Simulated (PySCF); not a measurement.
## Finite-field polarisability of Be (beryllium, neutral)

[He] 2s2, closed-shell 1S. All numbers are calculated (PySCF 2.14, the non-relativistic Hamiltonian (point nucleus), in aug-cc-pVQZ (6s5p4d3f2g, 80 functions)). Frozen: 1s2. Energy changes in a uniform field (μhartree):

| axis | F (au) | HF | MP2 | CCSD | CCSD(T) |
| --- | --- | --- | --- | --- | --- |
| x | 0.0021 | -100.591 | -93.894 | -83.694 | -83.694 |
| x | 0.0042 | -402.687 | -375.890 | -335.070 | -335.070 |

Q: Derive α along x at CCSD(T) from the two fields.

A: With ΔE = −αF²/2 − γF⁴/24, α = −(16 ΔE(F) − ΔE(2F))/(6F²) = 37.95 bohr³.

Q: And the mean polarisability at each level?

A: HF 45.61, MP2 42.57, CCSD 37.95, CCSD(T) 37.95 bohr³. Reference: 37.74 ± 0.03 bohr³ (recommended; Schwerdtfeger and Nagle, table of static dipole polarizabilities (2023 update)).
